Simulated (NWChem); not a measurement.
The numbers come from NWChem runs, not from measurements. System: BrGe, charge 0, spin multiplicity 2, at a geometry optimised with UB3LYP/def2-SVP. The structure started from a generated list of species. Its SCF solution wasn't tested for a lower state. Level: ROCCSD(T)/def2-SVP, 18 core orbitals frozen.

Job file:

```
start mol
memory heap 100 mb stack 700 mb global 1900 mb
geometry units angstroms nocenter noautoz
  Ge     0.000000     0.000000     1.229817
  Br     0.000000     0.000000    -1.124404
  symmetry group C2v
end
basis spherical
  * library def2-svp
end
scf
  rohf
  nopen 1
  maxiter 100
  thresh 1e-7
  semidirect memsize 60000000 filesize 0
  # guess.movecs holds the orbitals of an unrestricted PBE0 run
  vectors input guess.movecs output mol.movecs
end
tce
  freeze core 18
  ccsd(t)
  2eorb
  2emet 13
  thresh 1e-6
  maxiter 100
  tilesize 24
end
task tce energy
```

NWChem printed:

```
             Northwest Computational Chemistry Package (NWChem) 7.3.0
             --------------------------------------------------------

                                NWChem Input Module
                                -------------------

 Scaling coordinates for geometry "geometry" by  1.889725989
 (inverse scale =  0.529177249)

 Turning off AUTOSYM since
 SYMMETRY directive was detected!

                             Geometry "geometry" -> ""
                             -------------------------

 Output coordinates in angstroms (scale by  1.889725989 to convert to a.u.)

  No.       Tag          Charge          X              Y              Z
 ---- ---------------- ---------- -------------- -------------- --------------
    1 Ge                  32.0000     0.00000000     0.00000000     1.22981700
    2 Br                  35.0000     0.00000000     0.00000000    -1.12440400

 Effective nuclear repulsion energy (a.u.)     251.7514366237

            Nuclear Dipole moment (a.u.)
            ----------------------------
        X                 Y               Z
 ---------------- ---------------- ----------------
     0.0000000000     0.0000000000     0.0000075589

      Symmetry information
      --------------------

 Group name             C2v
 Group number             16
 Group order               4
 No. of unique centers     2

      Symmetry unique atoms

     1    2


 Summary of "ao basis" -> "" (spherical)
 ------------------------------------------------------------------------------
       Tag                 Description            Shells   Functions and Types
 ---------------- ------------------------------  ------  ---------------------
 *                          def2-svp                  on all atoms

 Summary of "ao basis" -> "ao basis" (spherical)
 ------------------------------------------------------------------------------
       Tag                 Description            Shells   Functions and Types
 ---------------- ------------------------------  ------  ---------------------
 Ge                         def2-svp                12       32   5s4p3d
 Br                         def2-svp                12       32   5s4p3d

                                 NWChem SCF Module
                                 -----------------

  ao basis        = "ao basis"
  functions       =    64
  atoms           =     2
  closed shells   =    33
  open shells     =     1
  charge          =   0.00
  wavefunction    = ROHF
  use symmetry    = T
  symmetry adapt  = T

 Summary of "ao basis" -> "ao basis" (spherical)
 ------------------------------------------------------------------------------
       Tag                 Description            Shells   Functions and Types
 ---------------- ------------------------------  ------  ---------------------
 Ge                         def2-svp                12       32   5s4p3d
 Br                         def2-svp                12       32   5s4p3d

      Symmetry analysis of basis
      --------------------------

        a1         30
        a2          6
        b1         14
        b2         14

 Forming initial guess at       0.0s

      Symmetry analysis of molecular orbitals - initial
      -------------------------------------------------

  Numbering of irreducible representations:

     1 a1          2 a2          3 b1          4 b2

  Orbital symmetries:

     1 a1          2 a1          3 a1          4 a1          5 b1
     6 b2          7 a1          8 b1          9 a1         10 b2
    11 a1         12 a1         13 b1         14 b2         15 a1
    16 b1         17 a1         18 b2         19 a1         20 b1
    21 b2         22 a2         23 a1         24 a1         25 b1
    26 a2         27 a1         28 b2         29 a1         30 a1
    31 a1         32 b2         33 b1         34 b2         35 b1
    36 a1         37 a1         38 a1         39 b2         40 b1
    41 b2         42 b1         43 a2         44 a1

 Starting SCF solution at       0.0s

 ----------------------------------------------
         Quadratically convergent ROHF

 Convergence threshold     :          1.000E-07
 Maximum no. of iterations :          100
 Final Fock-matrix accuracy:          1.000E-09
 ----------------------------------------------

              iter       energy          gnorm     gmax       time
             ----- ------------------- --------- --------- --------
                 1    -4647.1944972711  6.63D-01  1.51D-01      0.4
                 2    -4647.2175240863  2.49D-01  6.66D-02      0.4
                 3    -4647.2208068619  1.18D-02  5.64D-03      0.4
                 4    -4647.2208640657  1.78D-04  6.93D-05      0.4
                 5    -4647.2208640754  2.37D-08  9.29D-09      0.5

       Final ROHF results
       ------------------

         Total SCF energy =  -4647.220864075353
      One-electron energy =  -6980.067637384536
      Two-electron energy =   2081.095336685492
 Nuclear repulsion energy =    251.751436623691

        Time for solution =      0.5s

       Symmetry analysis of molecular orbitals - final
       -----------------------------------------------

  Numbering of irreducible representations:

     1 a1          2 a2          3 b1          4 b2

  Orbital symmetries:

     1 a1          2 a1          3 a1          4 a1          5 b1
     6 b2          7 a1          8 b1          9 a1         10 b2
    11 a1         12 a1         13 b1         14 b2         15 a1
    16 b1         17 a1         18 b2         19 a1         20 b1
    21 b2         22 a2         23 a1         24 a1         25 b1
[...]
             -----------------

              1
    1 -489.9583
    2 -405.2429
    3  -65.1269
    4  -58.4983
    5  -58.4977
    6  -58.4974
    7  -52.1708
    8  -46.2709
    9  -46.2699
   10  -46.2693
   11   -9.8180
   12   -7.4319
   13   -7.4278
   14   -7.4263
   15   -7.2267
   16   -5.2037
   17   -5.1996
   18   -5.1962
   19   -3.1737
   20   -3.1724
   21   -3.1708
   22   -3.1666
   23   -3.1665
   24   -1.6776
   25   -1.6759
   26   -1.6718
   27   -1.6672
   28   -1.6670
   29   -0.9933
   30   -0.6121
   31   -0.4221
   32   -0.4197
   33   -0.4066
   34   -0.1146
   35    0.0010
   36    0.1103
   37    0.2504
   38    0.4370
   39    0.4773
   40    0.4820
   41    0.5223
   42    0.5226
   43    0.5374
   44    0.5374

                       ROHF Final Molecular Orbital Analysis
                       -------------------------------------

 Vector   32  Occ=2.000000D+00  E=-4.196997D-01  Symmetry=b1
              MO Center= -3.2D-15, -1.4D-16, -9.8D-01, r^2= 1.7D+00
   Bfn.  Coefficient  Atom+Function         Bfn.  Coefficient  Atom+Function
  ----- ------------  ---------------      ----- ------------  ---------------
    47      0.597098  2 Br px                44      0.498889  2 Br px
    41     -0.334453  2 Br px

 Vector   33  Occ=2.000000D+00  E=-4.066479D-01  Symmetry=a1
              MO Center= -2.9D-16, -9.1D-16,  2.5D-01, r^2= 3.7D+00
   Bfn.  Coefficient  Atom+Function         Bfn.  Coefficient  Atom+Function
  ----- ------------  ---------------      ----- ------------  ---------------
    49      0.459661  2 Br pz                 4     -0.413030  1 Ge s
    46      0.392939  2 Br pz                 5     -0.273793  1 Ge s
    43     -0.262992  2 Br pz                14     -0.254083  1 Ge pz
     3      0.247849  1 Ge s                 17     -0.175041  1 Ge pz

 Vector   34  Occ=1.000000D+00  E=-1.145897D-01  Symmetry=b2
              MO Center= -8.3D-16, -7.2D-15,  1.2D+00, r^2= 2.8D+00
   Bfn.  Coefficient  Atom+Function         Bfn.  Coefficient  Atom+Function
  ----- ------------  ---------------      ----- ------------  ---------------
    16      0.645601  1 Ge py                13      0.501754  1 Ge py
    10     -0.268555  1 Ge py                48     -0.223565  2 Br py

 Vector   35  Occ=0.000000D+00  E= 1.033303D-03  Symmetry=b1
              MO Center=  9.4D-16,  1.3D-15,  1.1D+00, r^2= 3.3D+00
   Bfn.  Coefficient  Atom+Function         Bfn.  Coefficient  Atom+Function
  ----- ------------  ---------------      ----- ------------  ---------------
    15      0.775626  1 Ge px                12      0.344072  1 Ge px
    47     -0.270845  2 Br px                 9     -0.222033  1 Ge px

 Vector   36  Occ=0.000000D+00  E= 1.102951D-01  Symmetry=a1
              MO Center= -8.3D-16, -3.9D-16,  1.0D+00, r^2= 4.4D+00
   Bfn.  Coefficient  Atom+Function         Bfn.  Coefficient  Atom+Function
  ----- ------------  ---------------      ----- ------------  ---------------
    17      1.133625  1 Ge pz                49      0.729729  2 Br pz
    37      0.605338  2 Br s                  4     -0.338875  1 Ge s
     5     -0.305186  1 Ge s                 14      0.272455  1 Ge pz
    46      0.203791  2 Br pz                36      0.199340  2 Br s
    11     -0.178720  1 Ge pz                 3      0.172858  1 Ge s

 Vector   37  Occ=0.000000D+00  E= 2.503910D-01  Symmetry=a1
              MO Center=  7.4D-15,  4.0D-15,  9.4D-01, r^2= 4.7D+00
   Bfn.  Coefficient  Atom+Function         Bfn.  Coefficient  Atom+Function
  ----- ------------  ---------------      ----- ------------  ---------------
     5      2.190484  1 Ge s                  4     -1.896431  1 Ge s
    37     -0.550486  2 Br s                 17     -0.542565  1 Ge pz
     3      0.428748  1 Ge s                 49     -0.320365  2 Br pz

 center of mass
 --------------
 x =   0.00000000 y =   0.00000000 z =   0.01292232

 moments of inertia (a.u.)
 ------------------
         760.040880191234           0.000000000000           0.000000000000
           0.000000000000         760.040880191234           0.000000000000
           0.000000000000           0.000000000000           0.000000000000

  Mulliken analysis of the total density
  --------------------------------------

    Atom       Charge   Shell Charges
 -----------   ------   -------------------------------------------------------
    1 Ge  32    31.63   2.00  2.00  2.00  1.42  0.50  6.00  5.98  0.79  0.87  8.15  1.79  0.13
    2 Br  35    35.37   2.00  2.00  2.00  1.34  0.63  6.00  5.99  2.29  3.11  8.23  1.73  0.07

 Mulliken analysis of the open-shell density
 -------------------------------------------

    Atom       Charge   Shell Charges
 -----------   ------   -------------------------------------------------------
    1 Ge  32     0.97   0.00 -0.00  0.00  0.00  0.00  0.00  0.00  0.40  0.56  0.00 -0.00  0.00
    2 Br  35     0.03   0.00  0.00  0.00  0.00  0.00  0.00  0.00  0.02  0.01  0.00  0.00  0.00

       Multipole analysis of the density wrt the origin
       ------------------------------------------------

     L   x y z        total         open         nuclear
     -   - - -        -----         ----         -------
     0   0 0 0     -0.000000     -1.000000     67.000000

     1   1 0 0      0.000000      0.000000      0.000000
     1   0 1 0      0.000000      0.000000      0.000000
     1   0 0 1      0.836589     -2.228432      0.000008

     2   2 0 0    -24.859256     -1.775537      0.000000
     2   1 1 0      0.000000      0.000000      0.000000
     2   1 0 1     -0.000000      0.000000      0.000000
     2   0 2 0    -28.338124     -5.326611      0.000000
     2   0 1 1     -0.000000      0.000000      0.000000
     2   0 0 2    -26.660051     -7.784493    330.853208

                   NWChem Extensible Many-Electron Theory Module
                   ---------------------------------------------


            General Information
            -------------------
      Number of processors :     1
         Wavefunction type : Restricted open-shell Hartree-Fock
          No. of electrons :    67
           Alpha electrons :    34
            Beta electrons :    33
           No. of orbitals :   128
            Alpha orbitals :    64
             Beta orbitals :    64
        Alpha frozen cores :    18
         Beta frozen cores :    18
     Alpha frozen virtuals :     0
      Beta frozen virtuals :     0
         Spin multiplicity : doublet
    Number of AO functions :    64
       Number of AO shells :    24
        Use of symmetry is : on
      Symmetry adaption is : on
         Schwarz screening : 0.10D-09

          Correlation Information
          -----------------------
          Calculation type : Coupled-cluster singles & doubles w/ perturbation
   Perturbative correction : (T)
            Max iterations :      100
        Residual threshold : 0.10D-05
     T(0) DIIS level shift : 0.00D+00
     L(0) DIIS level shift : 0.00D+00
     T(1) DIIS level shift : 0.00D+00
     L(1) DIIS level shift : 0.00D+00
     T(R) DIIS level shift : 0.00D+00
     T(I) DIIS level shift : 0.00D+00
   CC-T/L Amplitude update :  5-th order DIIS
                I/O scheme : Global Array Library
        L-threshold :  0.10D-05
        EOM-threshold :  0.10D-05
 no EOMCCSD initial starts read in
 TCE RESTART OPTIONS
 SLICE:      F
 D4D5:       F
 quantumc:   F
 qrotation:  F
 pwtce:      F
 qducc:      F
 nacto:                         0
 nrotv:                         0
 nrot:                          0

            Memory Information
            ------------------
          Available GA space size is     249028608 doubles
          Available MA space size is     104853868 doubles

 Maximum block size supplied by input
 Maximum block size        24 doubles

 tile_dim =     13

 -------------------------------------------------

 Global array virtual files algorithm will be used

 Parallel file system coherency ......... OK

 4-electron integrals stored in orbital form

 v2    file size   =           249375
 4-index algorithm nr.  13 is used
 imaxsize =       30
 imaxsize ichop =        0


CCSD iterations
 ---------------------------------------------------------
 Iter          Residuum       Correlation     Cpu    Wall
 ---------------------------------------------------------
    1   0.1754072418071  -0.4214193611473     0.3     0.3
    2   0.0317067532165  -0.4148356937269     0.3     0.3
    3   0.0110462250994  -0.4212827681014     0.4     0.4
    4   0.0048174011143  -0.4218226386691     0.5     0.5
    5   0.0022686161322  -0.4223891940935     0.5     0.5
    6   0.0008465187128  -0.4226527135609     0.5     0.5
    7   0.0005439056022  -0.4226823905630     0.5     0.5
    8   0.0003167561278  -0.4226761686079     0.5     0.5
    9   0.0002314240433  -0.4226861414360     0.6     0.6
   10   0.0001520526776  -0.4226842327132     0.6     0.6
   11   0.0000376217526  -0.4226909347868     0.6     0.6
   12   0.0000188788935  -0.4226935245478     0.6     0.6
   13   0.0000105996195  -0.4226927841347     0.5     0.5
   14   0.0000064294041  -0.4226929468640     0.5     0.5
   15   0.0000041375979  -0.4226927554385     0.3     0.3
   16   0.0000017051789  -0.4226926376250     0.3     0.3
   17   0.0000010379039  -0.4226927095103     0.3     0.3
   18   0.0000006690689  -0.4226927135148     0.3     0.3
 -----------------------------------------------------------------
 Iterations converged
 CCSD correlation energy / hartree =        -0.422692713514823
 CCSD total energy / hartree       =     -4647.643556788868409

 Singles contributions

 Doubles contributions
 CCSD(T)
 Using plain CCSD(T) code
             total no. of tasks         1850
 total no. of tasks / no. procs         1850
                         wl_min           12           1.5
                         wl_max       753571           9.5
        thresh for no. of tasks         1850

 CCSD[T]  correction energy / hartree =        -0.012770470733957
 CCSD[T] correlation energy / hartree =        -0.435463184248780
 CCSD[T] total energy / hartree       =     -4647.656327259602222
 CCSD(T)  correction energy / hartree =        -0.011643367588722
 CCSD(T) correlation energy / hartree =        -0.434336081103545
 CCSD(T) total energy / hartree       =     -4647.655200156456885

 Task  times  cpu:       13.2s     wall:       13.2s

 Total times  cpu:       13.2s     wall:       13.2s
```
